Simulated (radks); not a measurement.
The numbers below are computed, except where a source is named.
Spherical quantum dot in the effective-mass picture: electrons in a parabolic well V = omega^2 r^2 / 2 with omega = 4.36, all in effective atomic units (hartree* = m*/eps^2 hartree, bohr* = eps/m* bohr), one dielectric constant everywhere. Level of theory: non-relativistic Kohn-Sham, LDA (Slater exchange, Perdew-Wang correlation), spin-polarised, spherical densities (a radial shooting solver with Libxc functionals). Levels are named by radial order and angular momentum (1s, 1p, 1d, 2s, ...), and open shells are averaged over m. Each electron was tried in the lowest free levels, single moves between levels near the top were tried too, and the lowest total energy was kept; such a search can miss a lower state. At N = 1 the Hartree and exchange-correlation terms need not cancel, so that row can carry a self-interaction error.

N,open shells,2S,mu = E(N) - E(N-1) (hartree*),addition energy mu(N+1) - mu(N) (hartree*),e(HOMO) (hartree*),rms radius (bohr*)
1,"1s(up 1, down 0)",1,6.6273,1.561,7.2161,0.5890
2,none,0,8.1883,5.151,8.7766,0.6070
3,"1p(up 1, down 0)",1,13.340,1.029,13.847,0.6776
4,"1p(up 2, down 0)",2,14.368,1.051,14.892,0.7152
5,"1p(up 3, down 0)",3,15.419,1.355,15.946,0.7409
6,"1p(up 3, down 1)",2,16.774,0.9813,17.259,0.7618
7,"1p(up 3, down 2)",1,17.755,0.9986,18.253,0.7790
8,none,0,18.754,4.533,19.254,0.7940
9,"1d(up 1, down 0)",1,23.286,0.8668,23.719,0.8213
10,"1d(up 2, down 0)",2,24.153,0.8683,24.587,0.8440
11,"1d(up 3, down 0)",3,25.021,0.8669,25.455,0.8635
12,"1d(up 4, down 0)",4,25.888,0.8638,26.321,0.8806
13,"1d(up 5, down 0)",5,26.752,1.105,27.183,0.8959
14,"1d(up 5, down 1)",4,27.857,0.8270,28.270,0.9101
15,"1d(up 5, down 2)",3,28.684,0.8284,29.098,0.9231
16,"1d(up 5, down 3)",2,29.512,0.8273,29.926,0.9352
17,"1d(up 5, down 4)",1,30.340,0.8248,30.753,0.9465
18,none,0,31.165,1.100,31.576,0.9572
19,"2s(up 1, down 0)",1,32.265,0.9297,32.689,0.9676
20,none,0,33.194,3.592,33.615,0.9776
21,"1f(up 1, down 0)",1,36.786,0.7404,37.157,0.9913
22,"1f(up 2, down 0)",2,37.527,-,37.896,1.004

All shells are closed at N = 2, 8, 18, 20 (there: 1s2 1p6 1d10 2s2); the second difference of the energy has clear peaks (12 % above both neighbours; the first and last values, which can be the largest, are not judged, and half-filled shells can peak too) at N = 2, 5, 8, 13, 18, 20.
